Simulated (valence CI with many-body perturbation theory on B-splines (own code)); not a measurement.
Energy levels of Tm36+

Computed by relativistic CI+MBPT: five valence electrons over a frozen Dirac-Fock core [Ar] 3d10, radial functions for each j: 9 s, 9 p, 8 d, 6 f, 3 g, 1 h, with the one-electron correlation potential Σ1 (screened to all orders), the two-electron term Σ2, the three-electron term Σ3, Breit, model QED; selected single and double excitations, second order for the rest (own B-spline code, finite nucleus).

No measured spectrum was set against this ion. As an estimate, large intervals hold to a few tenths of a per cent, small ones and those within an open d or f shell to about a per cent. Among the levels kept, up to 310 cm⁻¹ of a level comes from second order outside the variational space, and about a tenth of that is noise between levels of different J, which matters for small intervals.

Levels 1 to 45 of 53, with energies above the lowest level, (4s^2 4p1/2^2 4p3/2) J=3/2. "Leading %" is the weight of the configuration and term that name the level; weights of strongly mixed levels are sums over their largest components and can fall short. In the jj column 3d3/2^4 stands for four electrons in 3d with j = 3/2. Lifetimes count E1, E2, E3, M1 and M2 decay at the calculated energies, and are blank where another channel may lead or the interval is too uncertain; long ones can be off by a factor of two.

| No. | Configuration | Term | J | E (cm⁻¹) | Leading % | Lifetime | Leading jj | g |
| --- | --- | --- | --- | --- | --- | --- | --- | --- |
| 1 | 4s²4p³ | ²P° | 3/2 | 0 | 45 |  | 4s^2 4p1/2^2 4p3/2 (98 %) | 1.379 |
| 2 | 4s²4p³ | ⁴S° | 3/2 | 481720 | 54 | 453 ns | 4s^2 4p1/2 4p3/2^2 (98 %) | 1.450 |
| 3 | 4s²4p³ | ²D° | 5/2 | 521370 | 99 | 2.24 μs | 4s^2 4p1/2 4p3/2^2 (99 %) | 1.196 |
| 4 | 4s²4p³ | ²P° | 1/2 | 571150 | 99 | 635 ns | 4s^2 4p1/2 4p3/2^2 (99 %) | 0.660 |
| 5 | 4s²4p³ | ²P° | 3/2 | 1059700 | 53 | 223 ns | 4s^2 4p3/2^3 (98 %) | 1.296 |
| 6 | 4s²4p²4d | ²D | 3/2 | 1093700 | 35 | 313 ps | 4s^2 4p1/2^2 4d3/2 (92 %) | 0.811 |
| 7 | 4s4p⁴ | ⁴P | 5/2 | 1146200 | 61 | 75.1 ps | 4s 4p1/2^2 4p3/2^2 (81 %) | 1.467 |
| 8 | 4s4p⁴ | ²S | 1/2 | 1277900 | 55 | 6.43 ps | 4s 4p1/2^2 4p3/2^2 (91 %) | 2.153 |
| 9 | 4s²4p²4d | ²D | 5/2 | 1279200 | 22 | 4.50 ps | 4s^2 4p1/2^2 4d5/2 (79 %) | 1.223 |
| 10 | 4s4p⁴ | ²P | 3/2 | 1297900 | 33 | 3.21 ps | 4s 4p1/2^2 4p3/2^2 (82 %) | 1.153 |
| 11 | 4s²4p²4d | ⁴F | 3/2 | 1574100 | 33 | 36.7 ps | 4s^2 4p1/2 4p3/2 4d3/2 (91 %) | 0.933 |
| 12 | 4s²4p²4d | ²F | 5/2 | 1576500 | 45 | 218 ps | 4s^2 4p1/2 4p3/2 4d3/2 (96 %) | 0.972 |
| 13 | 4s²4p²4d | ⁴D | 1/2 | 1578900 | 76 | 150 ps | 4s^2 4p1/2 4p3/2 4d3/2 (96 %) | 0.250 |
| 14 | 4s²4p²4d | ²G | 7/2 | 1616200 | 44 | 170 ns | 4s^2 4p1/2 4p3/2 4d3/2 (93 %) | 1.060 |
| 15 | 4s4p⁴ | ⁴P | 3/2 | 1636300 | 50 | 58.0 ps | 4s 4p1/2 4p3/2^3 (60 %) | 1.515 |
| 16 | 4s4p⁴ | ²D | 5/2 | 1680100 | 34 | 184 ps | 4s^2 4p1/2 4p3/2 4d5/2 (50 %) | 1.206 |
| 17 | 4s²4p²4d | ⁴D | 7/2 | 1688400 | 47 | 1.90 ns | 4s^2 4p1/2 4p3/2 4d5/2 (99 %) | 1.311 |
| 18 | 4s²4p²4d | ⁴P | 5/2 | 1719200 | 33 | 1.01 ps | 4s^2 4p1/2 4p3/2 4d3/2 (74 %) | 1.253 |
| 19 | 4s²4p²4d | ⁴P | 1/2 | 1724200 | 31 | 1.14 ps | 4s^2 4p1/2 4p3/2 4d3/2 (76 %) | 1.517 |
| 20 | 4s²4p²4d | ²D | 3/2 | 1725700 | 33 | 795 fs | 4s^2 4p1/2 4p3/2 4d3/2 (83 %) | 1.189 |
| 21 | 4s²4p²4d | ²G | 9/2 | 1731700 | 57 |  | 4s^2 4p1/2 4p3/2 4d5/2 (98 %) | 1.201 |
| 22 | 4s²4p²4d | ⁴D | 3/2 | 1779200 | 28 | 3.52 ps | 4s^2 4p1/2 4p3/2 4d5/2 (50 %) | 1.197 |
| 23 | 4s²4p²4d | ²S | 1/2 | 1803100 | 32 | 2.11 ps | 4s^2 4p1/2 4p3/2 4d5/2 (39 %) | 1.671 |
| 24 | 4s²4p²4d | ²F | 5/2 | 1814400 | 30 | 2.00 ps | 4s^2 4p1/2 4p3/2 4d5/2 (51 %) | 1.176 |
| 25 | 4s²4p²4d | ²F | 7/2 | 1824100 | 46 | 3.13 ps | 4s^2 4p1/2 4p3/2 4d5/2 (87 %) | 1.099 |
| 26 | 4s²4p²4d | ²P | 3/2 | 1842600 | 37 | 2.20 ps | 4s^2 4p1/2 4p3/2 4d5/2 (71 %) | 1.216 |
| 27 | 4s²4p²4d | ²D | 5/2 | 1853000 | 44 | 1.50 ps | 4s^2 4p1/2 4p3/2 4d5/2 (72 %) | 1.236 |
| 28 | 4s4p⁴ | ²P | 3/2 | 1888100 | 26 | 1.74 ps | 4s 4p1/2 4p3/2^3 (51 %) | 0.988 |
| 29 | 4s²4p²4d | ²P | 1/2 | 1915600 | 51 | 1.34 ps | 4s^2 4p1/2 4p3/2 4d5/2 (55 %) | 1.099 |
| 30 | 4s²4p²4d | ⁴P | 1/2 | 2197200 | 43 | 1.19 ps | 4s^2 4p3/2^2 4d3/2 (78 %) | 1.800 |
| 31 | 4s²4p²4d | ²D | 3/2 | 2201100 | 36 | 954 fs | 4s^2 4p3/2^2 4d3/2 (89 %) | 1.173 |
| 32 | 4s²4p²4d | ²D | 5/2 | 2207000 | 30 | 1.08 ps | 4s^2 4p3/2^2 4d3/2 (84 %) | 1.202 |
| 33 | 4s²4p²4d | ²P | 1/2 | 2212400 | 57 | 12.1 ps | 4s^2 4p3/2^2 4d5/2 (69 %) | 1.085 |
| 34 | 4s²4p²4d | ²F | 7/2 | 2217300 | 43 | 2.85 ps | 4s^2 4p3/2^2 4d5/2 (63 %) | 1.259 |
| 35 | 4s²4p²4d | ⁴F | 9/2 | 2235400 | 57 | 385 ns | 4s^2 4p3/2^2 4d5/2 (98 %) | 1.237 |
| 36 | 4s²4p²4d | ²F | 7/2 | 2238100 | 66 | 1.65 ps | 4s^2 4p3/2^2 4d3/2 (60 %) | 1.095 |
| 37 | 4s4p³4d | ⁴D° | 5/2 | 2247400 | 27 | 37.7 ps | 4s 4p1/2^2 4p3/2 4d3/2 (91 %) | 1.305 |
| 38 | 4s4p³4d | ⁶D° | 3/2 | 2252900 | 34 | 24.8 ps | 4s 4p1/2^2 4p3/2 4d3/2 (92 %) | 1.380 |
| 39 | 4s4p³4d | ⁴P° | 1/2 | 2252900 | 41 | 44.9 ps | 4s 4p1/2^2 4p3/2 4d3/2 (92 %) | 2.599 |
| 40 | 4s4p³4d | ⁶D° | 7/2 | 2268600 | 27 | 75.5 ps | 4s 4p1/2^2 4p3/2 4d3/2 (78 %) | 1.323 |
| 41 | 4s²4p²4d | ²D | 3/2 | 2282900 | 63 | 1.15 ps | 4s^2 4p3/2^2 4d3/2 (86 %) | 0.907 |
| 42 | 4s²4p²4d | ²D | 5/2 | 2332500 | 78 | 552 ps | 4s^2 4p3/2^2 4d5/2 (98 %) | 1.204 |
| 43 | 4s4p³4d | ⁴F° | 3/2 | 2333500 | 29 | 7.03 ps | 4s 4p1/2^2 4p3/2 4d3/2 (74 %) | 0.965 |
| 44 | 4s4p³4d | ⁴F° | 9/2 | 2353300 | 43 | 65.4 ps | 4s 4p1/2^2 4p3/2 4d5/2 (94 %) | 1.386 |
| 45 | 4s4p³4d | ⁴G° | 5/2 | 2360300 | 25 | 11.2 ps | 4s 4p1/2^2 4p3/2 4d3/2 (75 %) | 0.886 |

The ionisation energy to 4s²4p² ³P0 of the next ion comes out as 1593 eV (NIST: 1591 ± 5 eV (theoretical)). All 53 levels together are meant to be complete up to 2493700 cm⁻¹.
